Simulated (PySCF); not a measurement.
C₃H₈Si₂.
Cartesian coordinates in Å at the PBE0-D3(BJ)/def2-SVP level; atoms count from 1:
```xyz
13
C3H8Si2 angstrom
C      3.0746    0.8038   -0.3925
C      1.8271    0.1548   -0.0367
C      0.7815   -0.3959    0.2646
Si    -0.8215   -1.1686    0.6764
Si    -2.5482    0.1649   -0.1869
H      3.4892    1.3567    0.4649
H      2.9270    1.5187   -1.2170
H      3.8253    0.0653   -0.7145
H     -0.8927   -2.5410    0.0863
H     -0.9642   -1.2909    2.1602
H     -3.8822   -0.4372    0.1260
H     -2.4856    1.5331    0.4132
H     -2.4094    0.2814   -1.6711
```

Level of theory: core-valence-separated Tamm–Dancoff BHandHLYP/aug-pcX-1 (pcseg-1 on H, def2-SVPD on Si) in PySCF, non-relativistic, gas phase, PBE0-D3(BJ)/def2-SVP geometry. The energies are unshifted.

(1) What does the C 1s absorption edge look like?

## Answers

(1) 
| E (eV) | f | core hole on | main final orbital | polarisation |
| --- | --- | --- | --- | --- |
| 283.03 | 0.0964 | C3 | LUMO+1/LUMO+2 (2 roots, f summed) | across the triple bond |
| 283.37 | 0.0575 | C2 | LUMO+2 (65 %) | across the triple bond |
| 283.42 | 0.0569 | C2 | LUMO+1 (55 %) | across the triple bond |
| 285.50 | 0.0048 | C3 | spread | mixed |
| 285.88 | 0.0112 | C3 | LUMO+4 (36 %) | along the triple bond |
| 286.03 | 0.0035 | C1 | LUMO (88 %) | – |
| 286.27 | 0.0007 | C2 | LUMO (81 %) | – |
| 286.30 | 0.0258 | C1 | LUMO+1/LUMO+2 (2 roots, f summed) | – |
| 286.47 | 0.0172 | C3 | LUMO+2/LUMO+3 (2 roots, f summed) | across the triple bond |
| 286.52 | 0.0045 | C3 | spread | across the triple bond |
| 286.94 | 0.0033 | C3 | LUMO+5 (80 %) | across the triple bond |
| 287.04 | 0.0012 | C3 | LUMO+6 (47 %) | mixed |

The first line with a tenth or more of the strongest one's intensity is at 283.03 eV (f = 0.096, sum of 2), with the hole on C3 (alkyne carbon), polarised across the triple bond: a 1s→π* resonance. It is also the strongest listed.

Roots within 0.03 eV whose holes lie on the same, on equivalent or on shared atoms are summed into one line, and the highest roots are left out, as the search may have cut off their partners. Final orbitals are the ground state's empty Kohn–Sham orbitals. A dash: too weak, shared between unlike atoms, or no plane or axis to refer to.

**Question.** What are the wavelength and the wavenumber of the 286.47 eV line?

**Answer.** λ = 12398.42 eV Å/286.47 eV = 43.280 Å; 2.3105 × 10⁶ cm⁻¹.

The list ends where the root search ended, not at a threshold.
